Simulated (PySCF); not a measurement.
## Dipole response of Ar⁺ (argon, charge +1)

[Ne] 3s2 3p5, 2P determinant. Computed with PySCF 2.14 in x2c-QZVPPall with one added diffuse shell each of s, p, d, f type (10s7p5d3f1g, 86 functions), with scalar relativity by spin-free X2C-1e. Coupled (time-dependent) response in atomic units; α is the mean over directions.

```tsv
method	mean α (bohr³)	α xx, yy, zz	C₆ (like pair)	S(−4)
UHF	6.786	6.664, 6.847, 6.847	30.46	9.614
PBE	7.071	6.866, 7.173, 7.173	32.00	10.92
PBE0	6.938	6.762, 7.025, 7.025	31.26	10.31
revPBE	7.061	6.860, 7.162, 7.162	31.95	10.89
```

S(−4) is the Cauchy moment in α(ω) = α(0) + S(−4) ω² + …

α(iu) at revPBE:

```tsv
u (hartree)	α(iu) (bohr³)
0	7.061
0.0500	7.034
0.100	6.954
0.200	6.655
0.300	6.217
0.500	5.166
0.750	3.930
1.00	2.977
1.50	1.797
2.00	1.179
3.00	0.6188
5.00	0.2672
```

For an ion, C₆ is the dispersion term alone; charge-induced terms of lower order in 1/R come first.

The components differ because the open shell of this determinant is not spherical; for a pure term their mean is the scalar polarisability.
